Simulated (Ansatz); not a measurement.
Reaction (cleavage of the Sn–Si bond): `B[SiH](Cl)[SnH3]` + `OCO` → `OC[O][SnH3]` + `B[SiH2]Cl`

Calculated with Ansatz (gas phase, PBE0-D4/def2-TZVP geometries, no zero-point term in ΔE). CCSD(T)/CBS is the MP2 limit (def2-TZVPP, def2-QZVPP) plus CCSD(T) − MP2 in def2-TZVPP, frozen cores. This one scheme is used for every species. def2 core potentials past Kr. For Sn outer-core shells are correlated without core-valence functions, which leaves a few kJ/mol of doubt a bond. Each species was taken in one conformer, which may not be the lowest.

`B[SiH](Cl)[SnH3]`:

Z-matrix (Å, degrees):
```
Sn
Si 1 2.853
B 1 2.483 2 40.4
H 1 1.709 2 101.5 3 116.0
H 1 1.702 2 132.1 3 -12.8
H 1 1.710 2 95.2 3 -133.7
Cl 2 2.041 1 107.9 3 121.7
H 2 1.483 1 99.5 3 -127.2
H 3 1.199 1 95.8 2 114.4
H 3 1.193 1 101.1 2 -120.3
```

`OCO`:

```xyz
7

O     0.290   -0.717   -0.942
C     0.174    0.366   -0.067
O    -0.596    0.074    1.060
H     0.733   -1.431   -0.472
H    -0.263    1.173   -0.665
H     1.146    0.684    0.323
H    -1.484   -0.148    0.763
```

`OC[O][SnH3]`:

Cartesian coordinates in Å:
```
O 2.344 0.630 -0.016
C 1.044 0.400 0.420
O 0.310 -0.216 -0.592
Sn -1.585 -0.682 -0.300
H 2.288 1.141 -0.829
H 1.143 -0.242 1.305
H 0.560 1.347 0.721
H -2.416 0.768 0.053
H -2.043 -1.379 -1.777
H -1.646 -1.768 1.016
```

`B[SiH2]Cl`:

Cartesian coordinates in Å:
```
B -0.792 -0.743 0.588
Si 0.552 0.389 -0.374
Cl -0.060 2.339 -0.662
H -0.521 -1.892 0.785
H -1.843 -0.333 0.977
H 1.823 0.430 0.400
H 0.841 -0.190 -1.714
```

| species | MP2/CBS(def2) energy (Eh) |
| --- | --- |
| `B[SiH](Cl)[SnH3]` | -991.20351 |
| `OCO` | -190.75646 |
| `OC[O][SnH3]` | -405.95443 |
| `B[SiH2]Cl` | -775.99132 |

(1) Work out ΔE.

Largest T1 diagnostic among the species: 0.013.

Results:

(1) ΔE = (-405.95443) + (-775.99132) − (-991.20351) − (-190.75646) = 0.01422 Eh = +37.3 kJ/mol. CCSD(T)/CBS gives +27.7 kJ/mol.

The D4 term adds +6.6 kJ/mol with B3LYP and +3.5 kJ/mol with PBE0; it sums over pairs of atoms, weighted by their polarisabilities, and B3LYP, whose exchange is more repulsive, gets the larger term. From PBE to PBE0 (25 % exact exchange), in def2-TZVPP and without D4, ΔE moves by −12.3 kJ/mol. In def2-TZVPP, CCSD(T) changes the Hartree–Fock value by +77.3 kJ/mol (the triples alone add +11.9 kJ/mol) and MP2 by +86.9 kJ/mol.

B3LYP here is the variant with VWN-RPA as its local correlation; programs differ in this.
